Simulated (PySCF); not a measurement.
CHO (SMILES [CH]=O), doublet, at a GFN2-xTB geometry; MP2/def2-TZVP in PySCF.

Input for PySCF:
```python
from pyscf import gto, scf, mp

mol = gto.Mole()
mol.atom = '''
    C     0.050778    0.585589    0.011343
    O     0.065822   -0.594113   -0.013409
    H    -0.831242    1.239366    0.039217
'''
mol.basis = 'def2-tzvp'
mol.charge = 0
mol.spin = 1
mol.verbose = 5
mol.build()

mf = scf.UHF(mol)
mf.kernel()

pt = mp.MP2(mf, frozen=2)
pt.kernel()
print('E(MP2) = %.10f' % pt.e_tot)
```

The log (banner, timings and long lists left out):

```
PySCF version 2.14.0

[INPUT] verbose = 5
[INPUT] max_memory = 4000
[INPUT] num. atoms = 3
[INPUT] num. electrons = 15
[INPUT] charge = 0
[INPUT] spin (= nelec alpha-beta = 2S) = 1
[INPUT] symmetry False subgroup None
[INPUT] Mole.unit = angstrom
[INPUT] Symbol           X                Y                Z      unit          X                Y                Z       unit  Magmom
[...]
[INPUT] ---------------- BASIS SET ----------------
[INPUT] l, kappa, [nprim/nctr], expnt,             c_1 c_2 ...
[INPUT] H
[...]
                                5.1235746         0.045021094
                                1.1646626         0.20189726
[...]
[INPUT] C
[...]
                                2035.233368       0.0017232738252
                                463.22562359      0.0089255715314
                                131.20019598      0.035727984502
                                42.853015891      0.11076259931
                                15.584185766      0.24295627626
[...]
                                2.5764896527      0.23744968655
[...]
                                7.9582622826      0.035864109092
                                2.3780826883      0.14215873329
                                0.81433208183     0.34270471845
[...]
[INPUT] O
[...]
                                4052.3871392      0.0016838662199
                                922.3272271       0.0087395616265
                                261.24070989      0.035239968808
                                85.354641351      0.11153519115
                                31.035035245      0.25588953961
[...]
                                4.9987076005      0.2462784943
[...]
                                14.627049379      0.041912575824
                                4.4501223456      0.16153841088
                                1.5275799647      0.35706951311
[...]
nuclear repulsion = 26.4891422692548
number of shells = 26
number of NR pGTOs = 100
number of NR cGTOs = 68
basis = def2-tzvp
ecp = {}

******** <class 'pyscf.scf.uhf.UHF'> ********
method = UHF
initial guess = minao
damping factor = 0
level_shift factor = 0
DIIS = <class 'pyscf.scf.diis.CDIIS'>
diis_start_cycle = 1
diis_space = 8
diis_damp = 0
SCF conv_tol = 1e-09
SCF conv_tol_grad = None
SCF max_cycles = 50
direct_scf = True
direct_scf_tol = 1e-13
number electrons alpha = 8  beta = 7
Set gradient conv threshold to 3.16228e-05
[...]
[-20.61837985 -11.354659    -1.45667714  -0.86632904  -0.71373509
  -0.65257817  -0.57340369  -0.39016146   0.10463057   0.17399966
   0.21486553   0.29217038   0.34395291   0.34990259   0.52692796
   0.57700767   0.67126442   0.68486504   0.72345099   0.77945559
   0.85941271   0.88183548   1.0077247    1.12734677   1.35763285
   1.50989738   1.64814358   1.65635103   1.6972425    1.72963013
   1.83547242   2.0250873    2.11740557   2.19235641   2.33193061
   2.43447639   2.52265571   2.8054814    2.97474896   2.99853891
   3.00672989   3.11828884   3.19956425   3.24280527   3.27779539
   3.3239993    3.33720502   3.44195408   3.52206095   3.91381413
   4.03659066   4.08656598   4.39121759   4.67222437   5.56254861
   5.56789675   5.92883881   6.01347998   6.55457716   6.65781163
   6.77550235   6.80617327   6.83862657   7.22648949   7.23291095
   7.53115676  23.20632465  45.03419955]
  beta  mo_energy =
[-20.60711959 -11.33457377  -1.42954055  -0.8041959   -0.67141999
  -0.57685343  -0.52762861   0.09033338   0.12472588   0.18661418
   0.21882474   0.35975308   0.36228177   0.36748124   0.52995227
   0.60785453   0.66895599   0.71013492   0.77263194   0.81114023
   0.88365765   0.89778171   1.02031762   1.1629582    1.37404928
   1.55000922   1.67387521   1.69018999   1.7118565    1.74815853
   1.85496287   2.05431031   2.13143585   2.19965373   2.36018464
   2.4580184    2.53170864   2.82869738   2.99951443   3.00952101
   3.02989817   3.1718154    3.23780579   3.25313982   3.30484452
   3.35005344   3.38016945   3.45692789   3.54568734   3.92107064
   4.05557148   4.11392081   4.40015018   4.68513927   5.57385056
   5.57878784   5.93858766   6.02343639   6.55727895   6.68062602
   6.79937152   6.82839005   6.84978488   7.22667623   7.25711724
   7.53996473  23.22382942  45.04097443]
multiplicity <S^2> = 0.76570486  2S+1 = 2.0156437
E1 = -206.99583637947876  E2 = 67.2092882653762  Ecoul = 80.91921266231769  Exc = -13.709924396941489
Extra cycle  E= -113.297405844848  delta_E= -1.43e-11  |g|= 2.09e-06  |ddm|= 4.62e-06
converged SCF energy = -113.297405844848  <S^2> = 0.76570486  2S+1 = 2.0156437

******** <class 'pyscf.mp.ump2.UMP2'> ********
nocc = (np.int64(6), np.int64(5)), nmo = (66, 66)
frozen orbitals 2
transform (ia|jb) incore
E(UMP2) = -113.66069913107  E_corr = -0.363293286222036
E(SCS-UMP2) = -113.653038725115  E_corr = -0.355632880267262
E_corr(same-spin) = -0.0926758421529007
E_corr(oppo-spin) = -0.270617444069135
E(MP2) = -113.6606991311
```
